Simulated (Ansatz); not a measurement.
CH5BClNO, SMILES `NB(Cl)CO`. Charge 0, multiplicity 1. The structure was optimised at the PBE0-D4/def2-TZVP level. It is a higher conformer; a search finds a lower one.

```xyz
10

N    -1.270   -0.745    0.850
B    -0.189   -0.522    0.012
Cl    0.439   -1.893   -0.941
C     0.550    0.866   -0.105
O     1.267    1.086   -1.302
H    -1.699   -1.647    0.966
H    -1.687   -0.013    1.398
H    -0.174    1.682   -0.004
H     1.221    0.957    0.769
H     1.541    0.228   -1.642
```

Question: What is the dipole moment at r2SCAN/def2-TZVPP? (Estimate.)

Answer: Ansatz gave: 3.32 D, with components (-2.16, -0.70, 2.43) D in this frame, pointing from negative to positive charge.

Question: And with PBE, B3LYP, ωB97M-V? (Estimate.)

Answer: Ansatz gave: PBE 3.30 D, B3LYP 3.35 D, ωB97M-V 3.35 D.

Question: Give the Mulliken charges with r2SCAN, PBE, B3LYP in def2-TZVPP. (Estimate.)

Answer: The calculation gave: 
| atom | r2SCAN | PBE | B3LYP |
| --- | --- | --- | --- |
| N1 | -0.29 | -0.23 | -0.23 |
| B2 | 0.19 | 0.10 | 0.14 |
| Cl3 | -0.22 | -0.20 | -0.22 |
| C4 | 0.07 | -0.03 | 0.02 |
| O5 | -0.38 | -0.32 | -0.36 |
| H6 | 0.18 | 0.18 | 0.17 |
| H7 | 0.18 | 0.17 | 0.16 |
| H8 | 0.03 | 0.07 | 0.07 |
| H9 | 0.05 | 0.08 | 0.08 |
| H10 | 0.20 | 0.18 | 0.19 |

B3LYP here is the variant with VWN-RPA as its local correlation; programs differ in this.
